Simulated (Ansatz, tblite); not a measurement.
Removing an electron: [VO2F2]- (VO₂F₂⁻). The state is a singlet with charge -1. Geometry: PBE-D4/def2-SVPD. Ansatz, gas phase; energy differences of separate SCF runs; the oxidised species was run as a doublet alone.

```xyz
5

V    -0.019   -0.046   -0.007
O    -1.420   -0.389   -0.753
O     0.673   -1.431    0.484
F    -0.325    1.034    1.420
F     1.091    0.832   -1.145
```

The xTB rows come from tblite.

Task: Estimate orbital energies and vertical ionisation energies at: GFN1-xTB; GFN2-xTB; PBE-D4/def2-TZVPD; r2SCAN-D4/def2-TZVPD; PBE0-D4/def2-TZVPD.

Result: 
```json
{"level": "GFN1-xTB", "−HOMO (eV)": "8.70", "vertical IE (eV)": "12.73", "−LUMO (eV)": "5.79", "HOMO–LUMO gap (eV)": "2.91", "remarks": "–"}
{"level": "GFN2-xTB", "−HOMO (eV)": "7.15", "vertical IE (eV)": "11.07", "−LUMO (eV)": "4.33", "HOMO–LUMO gap (eV)": "2.82", "remarks": "–"}
{"level": "PBE-D4/def2-TZVPD", "−HOMO (eV)": "1.60", "vertical IE (eV)": "5.10", "−LUMO (eV)": "-1.90", "HOMO–LUMO gap (eV)": "3.50", "remarks": "restricted SCF unstable in HF (-1 singlet)"}
{"level": "r2SCAN-D4/def2-TZVPD", "−HOMO (eV)": "1.93", "vertical IE (eV)": "5.14", "−LUMO (eV)": "-1.91", "HOMO–LUMO gap (eV)": "3.84", "remarks": "restricted SCF unstable in HF (-1 singlet)"}
{"level": "PBE0-D4/def2-TZVPD", "−HOMO (eV)": "3.22", "vertical IE (eV)": "5.27", "−LUMO (eV)": "-2.81", "HOMO–LUMO gap (eV)": "6.03", "remarks": "restricted SCF unstable in HF (-1 singlet), spin-contaminated (⟨S²⟩ 0.85) (doublet)"}
```

  Raw xTB energy differences between charge states are shifted by several eV; the methods need an empirical correction for them.
